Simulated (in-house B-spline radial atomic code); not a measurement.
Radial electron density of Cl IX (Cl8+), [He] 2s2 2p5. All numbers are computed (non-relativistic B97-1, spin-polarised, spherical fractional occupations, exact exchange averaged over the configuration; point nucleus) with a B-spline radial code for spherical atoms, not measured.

Columns: r (bohr), 4πr²n(r) (electrons per bohr), bar.

```
 0.00342   0.4214 #
 0.00398   0.5599 #
 0.00463   0.7411 ##
 0.00539   0.9788 ##
 0.00628    1.289 ###
 0.00732    1.691 ####
 0.00852    2.199 #####
 0.00992    2.842 ######
  0.0116    3.671 ########
  0.0135    4.661 ###########
  0.0157    5.851 #############
  0.0182    7.224 ################
  0.0212    8.855 ####################
  0.0247    10.68 ########################
  0.0288    12.64 #############################
  0.0335     14.6 #################################
  0.0391    16.49 #####################################
  0.0455    18.04 #########################################
   0.053     19.1 ###########################################
  0.0617    19.49 ############################################
  0.0718     19.1 ###########################################
  0.0837    17.95 #########################################
  0.0974    16.27 #####################################
   0.113    14.48 #################################
   0.132    12.93 #############################
   0.154    12.21 ############################
   0.179    12.53 ############################
   0.209     13.8 ###############################
   0.243    15.45 ###################################
   0.283    16.76 ######################################
   0.329       17 ######################################
   0.384    15.71 ###################################
   0.447    13.03 #############################
    0.52    9.561 ######################
   0.606    6.067 ##############
   0.705    3.302 #######
   0.821    1.494 ###
   0.957   0.5453 #
    1.11   0.1631 
     1.3  0.03357 
    1.51  0.00543
```

On this grid the curve has 2 maxima, near 0.0617, 0.329 bohr.

The 2p down radial function P(r) = rR(r), positive near the nucleus:

```
r (bohr)         P
 0.00342  0.001851
 0.00463  0.003358
 0.00628  0.006091
 0.00852     0.011
  0.0116   0.01987
  0.0157   0.03517
  0.0212   0.06125
  0.0288    0.1061
  0.0391    0.1797
   0.053    0.2951
  0.0718    0.4662
  0.0974    0.7025
   0.132    0.9916
   0.179      1.29
   0.243      1.51
   0.329     1.539
   0.447     1.315
   0.606    0.8938
   0.821    0.4512
    1.11    0.1541
    1.51   0.02946
```
